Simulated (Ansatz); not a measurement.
```xyz
12

C     0.572   -2.185    1.000
O    -0.464   -1.940    0.090
Al   -1.030   -0.585   -0.704
F    -2.309   -0.766   -1.712
O    -0.340    0.920   -0.500
Si    0.137    2.474   -0.488
H     1.264   -2.924    0.585
H     0.161   -2.590    1.930
H     1.141   -1.280    1.242
H    -0.864    3.309    0.225
H     1.445    2.588    0.210
H     0.288    2.978   -1.878
```

Total charge 0; spin multiplicity 1.

**Question.** List the PBE0/def2-TZVPP orbital energies in eV (Ansatz). (Best estimate.)

**Answer.** Computed: Occupied: -1803.05, -1528.42, -673.03, -522.65, -522.53, -279.48, -145.29, -114.27, -99.98, -99.93, -99.93, -74.40, -74.24, -74.22, -32.05, -28.06, -27.42, -19.10, -15.75, -13.80, -12.86, -12.70, -12.66, -12.24, -11.69, -11.55, -11.12, -10.96, -9.05, -9.01, -8.66, -8.47. Lowest empty: -0.84, 0.47, 0.80, 1.46, 1.76, 1.80, 1.86, 2.83.
